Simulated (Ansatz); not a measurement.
Reactions of C2H7FSSi (`C[SiH](F)CS`).

Calculated with Ansatz (gas phase, PBE0-D4/def2-TZVP geometries, no zero-point term in ΔE). CCSD(T)/CBS adds triple-zeta CCSD(T) − MP2 to the extrapolated MP2 energy (def2 sets, frozen cores). This one scheme is used for every species. DFT in def2-TZVPP. For Sc outer-core shells are correlated without core-valence functions, which leaves a few kJ/mol of doubt a bond. Scalar relativity is left out up to krypton. Each species was taken in one conformer, which may not be the lowest.

```
                                                                        reaction  CCSD(T)/CBS(def2) (eV)
                                     `C[SiH](F)CS` + HCl → `C[SiH](F)Cl` + CH₃SH                   -1.08
             `C[SiH](F)CS` + `[SiH3]BN[SiH3]` → `C[SiH](F)B[SiH3]` + `[SiH3]NCS`                    2.43
                                      `C[SiH](F)CS` + H–F → `C[SiH](F)F` + CH₃SH                   -1.56
                        `C[SiH](F)CS` + `CC1C=C1F` → `CC1(C)C=C1F` + `F[SiH2]CS`                       ?
     `C[SiH](F)CS` + `[NH2][Sc]([OH])[OH]` → `C[O][Sc]([NH2])[OH]` + `F[SiH2]CS`                    1.09
`C[SiH](F)CS` + `[CH3][Al]([OH])[SiH3]` → `F[SiH2]CS` + `C[SiH2][Al]([CH3])[OH]`                    0.21
                                       `C[SiH](F)CS` + H₂O → `C[SiH](F)CO` + H₂S                       ?
                                      `C[SiH](F)CS` + H₂O → `C[SiH](O)F` + CH₃SH                   -1.10
                     `C[SiH](F)CS` + `[OH][AlH2]` → `C[SiH](F)[O][AlH2]` + CH₃SH                       ?
                                   `C[SiH](F)CS` + CH₃OH → `CO[SiH](C)F` + CH₃SH                   -1.17
```

Fill in the missing values. (Best estimate.)

The calculation gave: `C[SiH](F)CS` + `CC1C=C1F` → `CC1(C)C=C1F` + `F[SiH2]CS`: +0.44 eV; `C[SiH](F)CS` + H₂O → `C[SiH](F)CO` + H₂S: +0.68 eV; `C[SiH](F)CS` + `[OH][AlH2]` → `C[SiH](F)[O][AlH2]` + CH₃SH: -1.39 eV.

Largest T1 diagnostic: 0.016, for `[NH2][Sc]([OH])[OH]`.
